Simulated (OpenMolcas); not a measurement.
**Mn4+: moving or changing the point charges**

Mn4+ among 5 point charges of -2.5 e arranged as a trigonal bipyramid (D3h), 1.71 Å from the ion, with the axial distance 1.590 Å.
```
   1.7100    0.0000    0.0000  -2.50
  -0.8550    1.4809    0.0000  -2.50
  -0.8550   -1.4809    0.0000  -2.50
   0.0000    0.0000    1.5903  -2.50
   0.0000    0.0000   -1.5903  -2.50
```

| Quantity | Value |
| --- | --- |
| Program | OpenMolcas |
| Method | CASSCF |
| Basis | ANO-RCC-VDZP [5s4p2d1f] |
| Scalar Hamiltonian | DKH2, point nucleus |
| Active space | 3 electrons in 5 orbitals (3d) |
| State averaging | 2S+1 = 4 even, 10 roots; 2S+1 = 2 even, 40 roots |
| Spin-orbit coupling | state interaction with AMFI integrals over the reference wave functions |

Runs around this geometry, states (labels of D3, the rotations of D3h). Energies in cm-1 above the lowest state or level, χT in cm3 K/mol.

| R (Å) | q (e) | Axial / equatorial distance | Ground state | First state of that spin | First gap with spin-orbit (degeneracies) | χT at 300 K | First state of another spin |
| --- | --- | --- | --- | --- | --- | --- | --- |
| 1.71 | -2.5 | 0.86 | 4E | 4E 40.0 | 183.0 (2, 2) | 0.805 | 2E 19391 |
| 1.71 | -1.25 | 0.93 | 4E | 4E 1710 | 235.3 (2, 2) | 0.902 | 2E 21170 |
| 1.62 | -2.5 | 0.93 | 4E | 4E 2384 | 247.0 (2, 2) | 0.980 | 2E 21598 |
| 1.71 | -2.5 | 0.93 | 4E | 4E 2017 | 245.0 (2, 2) | 0.947 | 2E 21409 |
| 1.81 | -2.5 | 0.93 | 4E | 4E 1629 | 239.4 (2, 2) | 0.911 | 2E 21228 |

Taking the first state of the same spin as R^-n, n = -ln(1629 / 2384) / ln(1.81 / 1.62) = 3.4 between the shortest and longest distance.

Scaling the charges by -1.25 / -2.5 = 0.50 scales the first state of the same spin by 1710 / 2017 = 0.85; with fixed orbitals a first-order splitting would follow the charge.

An orbital doublet at a regular site is open to a Jahn-Teller distortion, which this geometry leaves out. Without dynamic correlation the repulsion within the d shell is too large (B by tens of per cent), so at a given field states of lower spin stand too high. The ground term spreads over less than 5000 cm-1, several times less than with real ligands, so orbital moments are less quenched and χT lies further from the spin-only value than at real sites (holds for R = 1.71, q = -1.25, ratio = 0.93). Point charges carry no covalency, so the field is a model and not that of real ligands. No measured value stands beside these numbers.
